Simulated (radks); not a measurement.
Values are calculated unless marked as measured or tabulated.
Task: Ionisation of the iron ion Fe+, [Ar] 3d6 4s1, to Fe2+, [Ar] 3d6, under several functionals. Dirac Kohn-Sham, spin-unpolarised, spherical densities, finite nucleus; open shells fill j = l - 1/2 first; a radial shooting solver on a logarithmic mesh with Libxc functionals. The NIST Atomic Spectra Database gives 16.199 eV (measured). Rank these functionals by the error of their Delta-SCF ionisation energy: exchange-only LDA; LDA (Slater exchange, VWN5 correlation); OLYP; revPBE; BLYP; AM05.

Result: From best to worst: AM05 16.069 eV (-0.130); revPBE 16.036 eV (-0.163); BLYP 16.376 eV (+0.177); LDA (Slater exchange, VWN5 correlation) 16.479 eV (+0.280); OLYP 15.858 eV (-0.341); exchange-only LDA 15.443 eV (-0.757). Spin polarisation and multiplet splitting are left out, so open shells lie too high by an amount that depends on their filling.

Beside tabulated values, note that spin-unpolarised runs miss the spin-polarisation part of the exchange energy of open shells.
